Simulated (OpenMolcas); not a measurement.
**Ti2+, Zr2+, Hf2+: d2 down the group**

```json
{"Program": "OpenMolcas 26.06", "Method": "CASSCF", "Basis": "ANO-RCC-VQZP", "Scalar Hamiltonian": "DKH2, point nucleus", "Spin-orbit coupling": "state interaction with AMFI integrals over the reference wave functions, term energies averaged over their components"}
```

Active space for each ion: 2 electrons in 10 orbitals (d d).

Computed levels in cm-1 above 3F2:

| Level | Ti2+ | Zr2+ | Hf2+ |
| --- | --- | --- | --- |
| 3F3 | 197 | 680 | 3180 |
| 3F4 | 454 | 1511 | 6328 |
| 1D2 | 10861 | 8928 | 10876 |
| 3P0 | 13060 | 10027 | 10946 |
| 3P1 | 13126 | 10279 | 12486 |
| 3P2 | 13266 | 10896 | 15900 |
| 1G4 | 16730 | 13477 | 16534 |
| 1S0 | 39582 | 31463 | 34414 |
| weight of 3F in the lowest level (%) | 100 | 99 | 95 |

Mixed levels, with the weight of the term that names them: Hf2+ 1D2 (62 %), Hf2+ 3P2 (66 %).

Measured, with the error of the calculation in %. Measured levels: Ti2+ from Corliss and Sugar, J. Phys. Chem. Ref. Data 8, 1 (1979); Zr2+ from Moore, Atomic Energy Levels, vol. II, NSRDS-NBS 35 (1971 reprint of NBS Circular 467, 1952); NIST levels as listed in Rynkun, Gaigalas and Jonsson, Astron. Astrophys. 637, A10 (2020).

| Level | Ti2+ | Zr2+ |
| --- | --- | --- |
| 3F3 | 185 (+6.6) | 681 (-0.1) |
| 3F4 | 420 (+8.0) | 1486 (+1.7) |
| 1D2 | 8474 (+28.2) | 5742 (+55.5) |
| 3P0 | 10538 (+23.9) | 8062 (+24.4) |
| 3P1 | 10604 (+23.8) | 8326 (+23.5) |
| 3P2 | 10721 (+23.7) | 8838 (+23.3) |
| 1G4 | 14398 (+16.2) | 11049 (+22.0) |
| 1S0 | 32476 (+21.9) | 23979 (+31.2) |

The fine-structure level 3F4 changes by a factor of 13.9 from Ti2+ to Hf2+.

Without spin-orbit coupling 1D lies 10609, 8193, 7971 cm-1 above 3F in that order; the difference to the level 1D2, of either sign, comes from spin-orbit coupling, which also lowers the zero.

Without dynamic correlation excited terms often stand tens of per cent too high (terms of higher spin than the ground term too low), and those without a measured partner can miss by more than the paired ones. Active for correlation alone: 4d; no level in the range computed is led by a configuration that fills it, so any true level of that kind is missing (holds for Ti2+). Some levels mix across a computed gap that differs much from the measured one, so their mixing is not that of the real levels (holds for Zr2+). Active for correlation alone: 5d; no level in the range computed is led by a configuration that fills it, so any true level of that kind is missing (holds for Zr2+). Active for correlation alone: 6d; no level in the range computed is led by a configuration that fills it, so any true level of that kind is missing (holds for Hf2+). Computed and measured levels are paired by configuration, term and J; levels that our copy of the source lacks, or whose pairing is in doubt (as where it misses far off the trend of its configuration), stay unpaired and out of the deviations. Levels of configurations outside the active space are missing.
